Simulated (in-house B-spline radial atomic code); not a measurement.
Sn²⁺. Computed with a B-spline radial atomic code. Model: all-electron spherical atom, spin shells full or empty, radial basis limit, no spin-orbit coupling, Breit or QED, empty-state partial waves extrapolated as (l+1/2)^-4, RPA, G0W0 and static COHSEX of the highest shell as one setting changes (uncorrelated shells keep exact exchange).

Given: element Sn; charge 2; filled core Kr; hamiltonian one-electron scalar X2C; mean-field start Hartree-Fock; highest l of empty states 9; nuclear rms radius 4.6519 fm; highest mean-field shell 5s.

Shell: 4d 5 5, 5s 1 1 (electrons up and down).

```csv
lowest nl shells left uncorrelated,RPA correlation energy (hartree),G0W0 level (eV),G0W0 minus most complete (meV),COHSEX level (eV),removal by RPA minus most complete (meV)
0,-3.5085,-30.59,0,-32.068,0
1,-3.3357,-30.59,0.1,-32.068,-0.1
2,-3.1463,-30.592,-1.8,-32.072,2.3
3,-2.6056,-30.589,0.5,-32.066,1.4
4,?,?,?,?,?
5,-1.9253,-30.592,-2.4,-32.078,8
6,?,?,?,?,?
7,-0.99466,-30.594,-3.8,-32.097,17.1
8,-0.59438,-30.532,58,-32.007,-66.4
9,-0.045185,-29.685,905.3,-30.762,-977.3
```

Q: What follows for lowest nl shells left uncorrelated = 4?

A: RPA correlation energy -2.433 hartree; G0W0 level -30.6 eV; G0W0 minus most complete -9.8 meV; COHSEX level -32.088 eV; removal by RPA minus most complete 11.9 meV.

Q: What follows for lowest nl shells left uncorrelated = 6?

A: RPA correlation energy -1.137 hartree; G0W0 level -30.545 eV; G0W0 minus most complete 45 meV; COHSEX level -32.006 eV; removal by RPA minus most complete -21.2 meV.
